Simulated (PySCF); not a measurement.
## Electron correlation in Ne³⁺ (neon, charge +3)

[He] 2s2 2p3, high-spin 4S determinant. Computed with PySCF 2.14 in dyall-av2z (11s7p2d, 42 functions), with no relativity, point nucleus. Frozen: 1s2; 5 electrons correlated; the 8 highest virtual orbitals of each spin left out.

```tsv
level	correlation energy (mhartree)
CCSD	-102.12
(T)	-0.50
CCSD(T)	-102.62
CCSDT	-102.68
```

Diagnostics: T1 = 0.0020, D1 = 0.0042, largest double amplitude 0.023.

Problem. Is a single reference adequate?

Solution. Yes: T1 lies below 0.03 and no double amplitude reaches 0.07.
